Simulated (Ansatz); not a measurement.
C₂H₇O₂V, SMILES `[CH3][V]([CH3])(=[O])[OH]`: the same geometry under several functionals.

```yaml
crystal:
  periodic: [false, false, false]
  atoms:
    - {symbol: C, position_ang: [-1.689431, 0.154740, 0.210320]}
    - {symbol: V, position_ang: [0.160087, 0.431366, -0.517762]}
    - {symbol: C, position_ang: [1.304805, -1.126573, 0.020420]}
    - {symbol: O, position_ang: [0.049974, 0.403936, -2.068299]}
    - {symbol: O, position_ang: [0.848787, 1.957133, 0.050143]}
    - {symbol: H, position_ang: [-2.369056, 0.921168, -0.167694]}
    - {symbol: H, position_ang: [-1.660972, 0.183509, 1.303788]}
    - {symbol: H, position_ang: [-2.034352, -0.826713, -0.129556]}
    - {symbol: H, position_ang: [1.425526, -1.134583, 1.107918]}
    - {symbol: H, position_ang: [2.281144, -1.071502, -0.465264]}
    - {symbol: H, position_ang: [0.794942, -2.038209, -0.306339]}
    - {symbol: H, position_ang: [0.965746, 2.090429, 0.996429]}
basis:
  gaussian: {orbitals: def2-TZVPP}
hamiltonian: {xc: {name: revPBE}, dispersion: d4}
output: {orbitals: {seedname: orbitals}}
```

```sh
$ ansatz run in.yaml --threads 4 --pin off --events-out ev --progress --plain --max-ram 11315MiB
```

Output, abridged:

```
Functional definition: revPBE
1515 factors; their error is unknown
mean field evaluation 1: about -31945.7158 eV, gradient 1.2e2 eV
mean field evaluation 2: about -31543.7659 eV, gradient 5.3e2 eV
mean field evaluation 4: about -31934.1146 eV, gradient 1.7e2 eV
mean field evaluation 8: about -31970.9315 eV, gradient 4.4e-1 eV
mean field -31970.93174812 eV, -1174.9100710677 hartree, gradient 1.5e-5 eV, S^2 0.000000; 0 other end points of the search recorded, 0 dependent functions left out
reference -31970.93180969 eV, -1174.9100733301 hartree; 29, 29 occupied and 257, 257 virtual orbitals, 1515 factors
Total energy: -31971.56952345 eV, -1174.9335088786 hartree
```

Hardware: 4 threads of an Intel Xeon Platinum 8488C on a shared host. Wall time 2.4 s, peak host memory 0.44 GiB.

The same input with `hamiltonian: {xc: hse06, dispersion: d4}` (abridged; 3.7 s):

```
Functional definition: HSE06
mean field evaluation 16: about -31960.9750 eV, gradient 1.9e-3 eV
mean field -31960.97504949 eV, -1174.5441691416 hartree, gradient 4.2e-5 eV, S^2 0.000000
Total energy: -31961.15132817 eV, -1174.5506472636 hartree
```

With the line `hamiltonian: {xc: {name: B2PLYP}}` (abridged; 9.5 s):

```
Functional definition: B2PLYP
mean field evaluation 16: about -31951.9956 eV, gradient 8.2e-3 eV
mean field -31951.99556996 eV, -1174.2141793555 hartree, gradient 1.7e-6 eV, S^2 0.000000
9 core orbitals not correlated: weight in the atoms' cores, before any rotation towards them, 1.000 or more for the frozen orbitals, at most 0.000 for the correlated occupied ones
second order -51.86569000 eV of doubles, -0.00000000 eV of singles
Total energy: -31965.99948927 eV, -1174.7288138981 hartree
```

The same input with `hamiltonian: {xc: pbe, dispersion: d4}` and forces (abridged; 3.4 s):

```
Functional definition: PBE
mean field -31962.14762328 eV, -1174.5872604339 hartree, gradient 9.3e-6 eV, S^2 0.000000
Total energy: -31962.36930544 eV, -1174.5954071028 hartree
Atom 0 force    -0.085803     0.069957     0.034750 eV/Å
Atom 1 force    -0.090062    -0.401004     1.291564 eV/Å
Atom 2 force     0.113219    -0.015066     0.022180 eV/Å
Atom 3 force    -0.079876     0.043349    -1.552647 eV/Å
Atom 4 force     0.194808     0.507253    -0.351736 eV/Å
Atom 5 force    -0.167669     0.130897    -0.061532 eV/Å
Atom 6 force     0.007112     0.013199     0.206138 eV/Å
Atom 7 force    -0.061413    -0.191845    -0.089282 eV/Å
Atom 8 force     0.027176     0.005005     0.204759 eV/Å
Atom 9 force     0.202401    -0.027939    -0.085347 eV/Å
Atom 10 force    -0.106228    -0.172753    -0.086074 eV/Å
Atom 11 force     0.046335     0.038950     0.467227 eV/Å
Dipole moment:    -0.011842    -0.123399     0.646052 e Å
```

With the line `hamiltonian: {xc: r2scan, dispersion: d4}` and forces (abridged; 4.6 s):

```
Functional definition: r2SCAN
mean field evaluation 16: about -31971.2516 eV, gradient 7.2e-3 eV
mean field -31971.25157442 eV, -1174.9218244672 hartree, gradient 4.4e-5 eV, S^2 0.000000
Total energy: -31971.30866139 eV, -1174.9239223748 hartree
Atom 0 force    -0.136653     0.027331     0.054131 eV/Å
Atom 1 force    -0.060233    -0.271713     0.890718 eV/Å
Atom 2 force     0.119216    -0.082204     0.037934 eV/Å
Atom 3 force    -0.046003     0.039031    -0.989663 eV/Å
Atom 4 force     0.132427     0.313242    -0.026300 eV/Å
Atom 5 force    -0.008234    -0.020343     0.009538 eV/Å
Atom 6 force     0.003358     0.004724    -0.011262 eV/Å
Atom 7 force     0.011669     0.011355    -0.013352 eV/Å
Atom 8 force    -0.000136     0.006104    -0.011129 eV/Å
Atom 9 force    -0.007976    -0.020380     0.009739 eV/Å
Atom 10 force    -0.001177     0.016892    -0.012737 eV/Å
Atom 11 force    -0.006256    -0.024038     0.062383 eV/Å
Dipole moment:    -0.017380    -0.140874     0.676547 e Å
```

Changing it to `hamiltonian: {xc: pbe0, dispersion: d4}` (abridged; 3.5 s):

```
Functional definition: PBE0
mean field evaluation 16: about -31961.5068 eV, gradient 1.1e-3 eV
mean field -31961.50683510 eV, -1174.5637119023 hartree, gradient 4.5e-5 eV, S^2 0.000000
Total energy: -31961.69569603 eV, -1174.5706524137 hartree
```

HSE06 is the plane-wave form, built on full-range PBE exchange.
